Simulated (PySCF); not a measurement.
## Atomic charges by several schemes

Species: C₆H₆ClF₃.
Numbering: `[CH3:1][C:2]#[C:3][C@@H:4]([CH2:5][Cl:6])[C:7]([F:8])([F:9])[F:10]` (hydrogens: H11, H12, H13 on C1; H14 on C4; H15, H16 on C5)

Geometry (GFN2-xTB, Å), atoms numbered from 1 in this order:
```xyz
16
C6H6ClF3 angstrom
C      3.058    0.372   -0.289
C      1.649    0.064   -0.251
C      0.484   -0.210   -0.226
C     -0.940   -0.502   -0.166
C     -1.420   -0.663    1.280
Cl    -0.650   -2.089    2.016
C     -1.712    0.645   -0.823
F     -1.559    1.806   -0.174
F     -1.335    0.853   -2.089
F     -3.034    0.401   -0.854
H      3.535   -0.174   -1.102
H      3.523    0.087    0.654
H      3.196    1.441   -0.447
H     -1.162   -1.410   -0.739
H     -1.140    0.205    1.878
H     -2.499   -0.817    1.318
```

Density: PBE0/pcSseg-1 (PySCF); schemes: Mulliken, IAO, Hirshfeld and ESP-fitted. Geometry: GFN2-xTB, one conformer, isolated molecule.

Give the atomic charges in each scheme.

In e:

| atom | environment | Mulliken | IAO | Hirshfeld | ESP-fitted |
| --- | --- | --- | --- | --- | --- |
| C1 | propargylic carbon | -0.186 | -0.439 | -0.092 | -0.572 |
| C2 | alkyne carbon | -0.295 | -0.009 | -0.033 | +0.313 |
| C3 | alkyne carbon | +0.109 | -0.099 | -0.087 | -0.458 |
| C4 | propargylic carbon | -0.411 | -0.164 | -0.043 | +0.056 |
| C5 | sp3 C–Cl carbon | -0.141 | -0.238 | -0.035 | -0.524 |
| Cl6 | alkyl chlorine | -0.130 | -0.092 | -0.059 | -0.067 |
| C7 | CF3 carbon | +0.853 | +0.813 | +0.266 | +0.432 |
| F8 | fluorine of a CF3 group | -0.265 | -0.279 | -0.087 | -0.138 |
| F9 | fluorine of a CF3 group | -0.256 | -0.273 | -0.088 | -0.154 |
| F10 | fluorine of a CF3 group | -0.273 | -0.286 | -0.091 | -0.172 |
| H11 | methyl hydrogen | +0.152 | +0.176 | +0.064 | +0.184 |
| H12 | methyl hydrogen | +0.153 | +0.177 | +0.065 | +0.194 |
| H13 | methyl hydrogen | +0.153 | +0.176 | +0.065 | +0.189 |
| H14 | methine hydrogen | +0.182 | +0.189 | +0.059 | +0.201 |
| H15 | methylene hydrogen | +0.178 | +0.177 | +0.049 | +0.276 |
| H16 | methylene hydrogen | +0.176 | +0.173 | +0.049 | +0.239 |

Mean size of the charges over all atoms: ESP-fitted 0.261 e, Mulliken 0.245 e, IAO 0.235 e, Hirshfeld 0.077 e. Each set sums to the total charge, 0, to within 0.001 e. The IAO scheme projects the occupied orbitals on a minimal set of polarised atomic orbitals and counts the electrons in each atom's part of it.

Lowest charge. The schemes don't all agree: Mulliken C4 (-0.411); IAO C1 (-0.439); Hirshfeld C1 (-0.092); ESP-fitted C1 (-0.572).

Highest charge. All schemes agree: Mulliken C7 (+0.853); IAO C7 (+0.813); Hirshfeld C7 (+0.266); ESP-fitted C7 (+0.432).

How closely do the schemes follow one another over all atoms?

Correlation coefficient and root-mean-square difference: IAO with Hirshfeld 0.97, 0.205 e; Mulliken with IAO 0.91, 0.129 e; Mulliken with Hirshfeld 0.90, 0.221 e; IAO with ESP-fitted 0.79, 0.192 e; Hirshfeld with ESP-fitted 0.74, 0.241 e; Mulliken with ESP-fitted 0.50, 0.300 e.

Sum the charges by element, for elements with more than one atom.

| element | atoms | Mulliken | IAO | Hirshfeld | ESP-fitted |
| --- | --- | --- | --- | --- | --- |
| C | 6 | -0.070 | -0.137 | -0.025 | -0.753 |
| F | 3 | -0.794 | -0.838 | -0.266 | -0.464 |
| H | 6 | +0.994 | +1.068 | +0.349 | +1.284 |
